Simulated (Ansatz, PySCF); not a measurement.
Noncovalent pair: HF (SMILES F) (first 2 atoms) with H4OSi (SMILES O[SiH3]); geometry from B3LYP-D3(BJ)/def2-TZVP, rigid monomers moved along the line of their centres of mass till H2···O3 is 3.02 Å.
(charge 0, multiplicity 1):
```xyz
8

F      1.011    -1.028     0.190
H      0.841    -0.834     1.096
O     -0.006     0.017     3.867
Si    -1.209     1.040     4.414
H      0.547    -0.440     4.506
H     -2.180     0.292     5.243
H     -1.846     1.564     3.194
H     -0.623     2.132     5.223
```

Interaction energies are E(AB) − E(A) − E(B) at the monomers' geometry in the complex; basis-set methods are counterpoise corrected. Rows marked so take none.

Rows in 3-21G, 6-311+G** carry no dispersion term and start afresh at each structure.

Codes used: Ansatz (Gaussian basis) for Hartree–Fock, density functionals and correlated methods; PySCF for 3-21G rows, 6-311+G** rows. Values without a source in brackets are computed.

**Question.** One of these levels gives -3.74 kcal/mol for the interaction energy. Which?
(A) HF/3-21G (no counterpoise)
(B) B3LYP/6-311+G** (no counterpoise)
(C) PBE/def2-TZVPPD

**Answer.** A, HF/3-21G (no counterpoise). The others give -2.28 (PBE/def2-TZVPPD), -2.93 (B3LYP/6-311+G** (no counterpoise))

Ansatz is an electronic-structure program.
